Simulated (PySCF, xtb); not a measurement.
HSe, SMILES [SeH] (connectivity only; charge and spin as stated), charge -1, multiplicity 1.

Harmonic wavenumbers (cm⁻¹) from GFN2-xTB run with xtb at its own minimum, in rising order: 2469.

### Question
What does PBE0-D3(BJ)/def2-TZVPD (PySCF) give at its own minimum? (The exact figures need the calculation; the answer reports its results.)

### Answer
2394. Paired by order, the mean absolute difference is 76 cm⁻¹ and the zero-point energies are 3.5 and 3.4 kcal/mol.
